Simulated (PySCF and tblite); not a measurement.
Values are calculated unless marked as measured or tabulated.
System: C₃H₄FNSe₂, numbered as in [N:1]#[C:2][CH2:3][Se:4][Se:5][CH2:6][F:7].

Level: PBE/pcSseg-1 + D3(BJ) on GFN2-xTB stationary points, with GFN2-xTB thermal terms. Rate constants are transition-state-theory values, counting equivalent paths, without tunnelling. Run with tblite and PySCF.

Spin–orbit effects of heavy atoms on shieldings are missing.

(1) How high is the barrier to the rotation about the Se4–Se5 bond (torsion C3–Se4–Se5–C6 from -84° to 95°, rising), through which structure does it pass, and what rate follows at 298 K?

## Answers

(1) The electronic barrier is 10.7 kcal/mol and ΔG‡(298 K) 11.5 kcal/mol, over a C1 saddle with an imaginary mode of 70i cm⁻¹ (GFN2-xTB). With 1 equivalent path, k is 2.4×10⁴ s⁻¹, a mean lifetime of the start of 41 µs against this motion. The end lies 1.6 kcal/mol above the start in free energy.
